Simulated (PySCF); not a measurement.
Sc(Cl)3 anion (Cl₃Sc), SMILES [Cl][Sc]([Cl])[Cl] (connectivity only; charge and spin as stated), charge -1, multiplicity 2.

Geometry optimised at PBE-D3(BJ)/def2-SVPD. The spin state was assumed, not searched. The isomer is the one that the SMILES or the coordinates give; other isomers of the formula were not compared.

All values below come from PBE-D3(BJ)/def2-SVPD (PySCF).

Frequencies are harmonic and unscaled.

Modes within 1.5 cm⁻¹ of each other (mostly degenerate sets) share a row, with their intensities summed.

| mode | ν (cm⁻¹) | IR (km/mol) | moving atoms (share of kinetic energy) |
|---|---|---|---|
| 1 | 65 | 0.1 | Sc 70 %, Cl 30 % |
| 2–3 | 80 | 2.1 | Cl 87 %, Sc 13 % |
| 4 | 264 | 0.0 | Cl 100 % |
| 5–6 | 366 | 232.5 | Sc 57 %, Cl 43 % |
